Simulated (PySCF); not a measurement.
C₂H₆NO, SMILES C(=[OH+])(C)N, charge +1. Coordinates come from a PBE-D3(BJ)/def2-SVP optimisation. The isomer is the one that the SMILES or the coordinates give; other isomers of the formula were not compared. Other conformers were not sampled.

Level of theory: PBE-D3(BJ)/def2-SVP in PySCF.

Harmonic wavenumbers (cm⁻¹): 105, 423, 515, 516, 529, 658, 737, 882, 975, 1011, 1056, 1169, 1325, 1384, 1387, 1494, 1521, 1712, 2981, 3064, 3118, 3448, 3579, 3651. Rotational constants (GHz): 10.31, 8.926, 4.936; symmetry number 1.

Problem. Work out the zero-point energy and the ideal-gas rigid-rotor harmonic-oscillator thermochemistry at 298.15 K and 1 atm.

Solution. ZPE = ½ Σ hcν = ½ × 37242 cm⁻¹ = 222.76 kJ/mol. H − E(el) = 238.16 kJ/mol. Entropy in J/(mol K): translation 159.83, rotation 100.73, vibration 30.34, total 290.89. G − E(el) = 151.43 kJ/mol. Cp = 79.42 J/(mol K). Modes under 150 cm⁻¹ make the vibrational entropy uncertain.
